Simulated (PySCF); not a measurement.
PySCF input file for O2P2, SMILES o1p2op12, B3LYP-D3(BJ)/def2-SVP. 

```python
import numpy as np
from pyscf import gto, scf, dft
from pyscf.geomopt import geometric_solver

mol = gto.M(
    atom='''
    P     0.00000000    0.00000000    1.24695372
    P    -0.00000000   -0.00000000   -1.24695372
    O     0.00000000   -1.09809630    0.00000000
    O    -0.00000000    1.09809630   -0.00000000
    ''',
    basis='def2-SVP',
    charge=0,
    spin=0,
    max_memory=1600,
    verbose=3,
)
mf = dft.RKS(mol, xc='b3lyp').density_fit(auxbasis='def2-universal-jkfit')
mf.disp = 'd3bj'
mf.grids.level = 3
mf.conv_tol = 1e-9
mf.max_cycle = 100
mf.kernel()
grad = mf.nuc_grad_method()
grad.grid_response = mol.nao <= 150
conv, mol_eq = geometric_solver.kernel(grad, convergence_set='GAU_TIGHT', maxsteps=100)
print(mol_eq.tostring(format='xyz'))
mf.reset(mol_eq)
mf.kernel()
```

It prints:

```
converged SCF energy = -832.843902371096
[banner and settings of the optimiser left out]
Geometry optimization cycle 1
Cartesian coordinates (Angstrom)
 Atom        New coordinates             dX        dY        dZ
   P   0.000000   0.000000   1.246954    0.000000  0.000000  0.000000
   P   0.000000   0.000000  -1.246954    0.000000  0.000000  0.000000
   O   0.000000  -1.098096   0.000000    0.000000  0.000000  0.000000
   O   0.000000   1.098096   0.000000    0.000000  0.000000  0.000000

WARN: Mole.unit (angstrom) is changed to Bohr

converged SCF energy = -832.843902371069
--------------- DFRKS_Scanner gradients ---------------
         x                y                z
0 P    -0.0000000000     0.0000000000    -0.0174658883
1 P    -0.0000000000     0.0000000000     0.0174658883
2 O    -0.0000000000     0.0161093280     0.0000000000
3 O    -0.0000000000    -0.0161093280     0.0000000000
----------------------------------------------
cycle 1: E = -832.843902371  dE = -832.844  norm(grad) = 0.0336026
Step    0 : Gradient = 1.680e-02/1.747e-02 (rms/max) Energy = -832.8439023711
Hessian Eigenvalues: 2.71882e-02 5.00000e-02 5.00000e-02 ... 3.72261e-01 3.82246e-01 4.04828e-01

Geometry optimization cycle 2
Cartesian coordinates (Angstrom)
 Atom        New coordinates             dX        dY        dZ
   P   0.000000   0.000114   1.254111    0.000000  0.000114  0.007158
   P   0.000000   0.000114  -1.254111    0.000000  0.000114 -0.007158
   O   0.000000  -1.111447  -0.000000    0.000000 -0.013350 -0.000000
   O   0.000000   1.111218  -0.000000    0.000000  0.013122 -0.000000
converged SCF energy = -832.844693279341
--------------- DFRKS_Scanner gradients ---------------
         x                y                z
0 P    -0.0000000000     0.0000962233    -0.0068938455
1 P     0.0000000000     0.0000962233     0.0068938453
2 O    -0.0000000000     0.0024985180     0.0000000001
3 O    -0.0000000000    -0.0026909647     0.0000000001
----------------------------------------------
cycle 2: E = -832.844693279  dE = -0.000790908  norm(grad) = 0.0104189
Step    1 : Displace = 1.064e-02/1.335e-02 (rms/max) Trust = 1.000e-01 (=) Grad = 5.209e-03/6.895e-03 (rms/max) E (change) = -832.8446932793 (-7.909e-04) Quality = 1.238
Hessian Eigenvalues: 2.71882e-02 5.00000e-02 5.00000e-02 ... 3.71839e-01 3.82246e-01 4.04828e-01

Geometry optimization cycle 3
Cartesian coordinates (Angstrom)
 Atom        New coordinates             dX        dY        dZ
   P   0.000000  -0.000057   1.261199    0.000000 -0.000171  0.007088
   P  -0.000000  -0.000057  -1.261199   -0.000000 -0.000171 -0.007088
   O   0.000000  -1.111921  -0.000000    0.000000 -0.000474 -0.000000
   O   0.000000   1.112035  -0.000000    0.000000  0.000817 -0.000000
converged SCF energy = -832.844786161033
--------------- DFRKS_Scanner gradients ---------------
         x                y                z
0 P     0.0000000000    -0.0000465993     0.0002050237
1 P    -0.0000000000    -0.0000465993    -0.0002050267
2 O     0.0000000000     0.0005090728     0.0000000015
3 O     0.0000000000    -0.0004158742     0.0000000015
----------------------------------------------
cycle 3: E = -832.844786161  dE = -9.28817e-05  norm(grad) = 0.000721471
Step    2 : Displace = 5.036e-03/7.090e-03 (rms/max) Trust = 1.414e-01 (+) Grad = 3.607e-04/5.091e-04 (rms/max) E (change) = -832.8447861610 (-9.288e-05) Quality = 0.972
Hessian Eigenvalues: 2.71882e-02 5.00000e-02 5.00000e-02 ... 3.71569e-01 3.82246e-01 4.04828e-01

Geometry optimization cycle 4
Cartesian coordinates (Angstrom)
 Atom        New coordinates             dX        dY        dZ
   P   0.000000  -0.000014   1.260835   -0.000000  0.000043 -0.000364
   P   0.000000  -0.000014  -1.260835    0.000000  0.000043  0.000364
   O   0.000000  -1.112632  -0.000000   -0.000000 -0.000711 -0.000000
   O   0.000000   1.112661  -0.000000   -0.000000  0.000626 -0.000000
converged SCF energy = -832.844786865409
--------------- DFRKS_Scanner gradients ---------------
         x                y                z
0 P     0.0000000000    -0.0000117657    -0.0000027633
1 P     0.0000000000    -0.0000117657     0.0000027869
2 O    -0.0000000000    -0.0000102864    -0.0000000118
3 O    -0.0000000000     0.0000338178    -0.0000000118
----------------------------------------------
cycle 4: E = -832.844786865  dE = -7.04376e-07  norm(grad) = 3.92647e-05
Step    3 : Displace = 5.397e-04/7.109e-04 (rms/max) Trust = 2.000e-01 (+) Grad = 1.963e-05/3.382e-05 (rms/max) E (change) = -832.8447868654 (-7.044e-07) Quality = 0.962
Hessian Eigenvalues: 2.71882e-02 5.00000e-02 5.00000e-02 ... 3.69207e-01 3.82246e-01 4.04828e-01

Geometry optimization cycle 5
Cartesian coordinates (Angstrom)
 Atom        New coordinates             dX        dY        dZ
   P   0.000000  -0.000008   1.260844   -0.000000  0.000007  0.000009
   P   0.000000  -0.000008  -1.260844   -0.000000  0.000007 -0.000009
   O   0.000000  -1.112611   0.000000   -0.000000  0.000021  0.000000
   O   0.000000   1.112627   0.000000   -0.000000 -0.000034  0.000000
converged SCF energy = -832.844786867081
--------------- DFRKS_Scanner gradients ---------------
         x                y                z
0 P    -0.0000000000    -0.0000069022     0.0000000899
1 P     0.0000000000    -0.0000069020    -0.0000002031
2 O     0.0000000000     0.0000062794     0.0000000567
3 O     0.0000000000     0.0000075247     0.0000000565
----------------------------------------------
cycle 5: E = -832.844786867  dE = -1.67176e-09  norm(grad) = 1.38342e-05
Step    4 : Displace = 2.151e-05/3.420e-05 (rms/max) Trust = 2.828e-01 (+) Grad = 6.917e-06/7.525e-06 (rms/max) E (change) = -832.8447868671 (-1.672e-09) Quality = 1.123
Hessian Eigenvalues: 2.71882e-02 5.00000e-02 5.00000e-02 ... 3.69207e-01 3.82246e-01 4.04828e-01
Converged! =D

4
XYZ from PySCF
P           0.00000000       -0.00000788        1.26084402
P           0.00000000       -0.00000788       -1.26084403
O           0.00000000       -1.11261104        0.00000001
O           0.00000000        1.11262679        0.00000000
converged SCF energy = -832.844786867087
```

The run converged.

Cost: about 10 core-seconds (a rough figure).
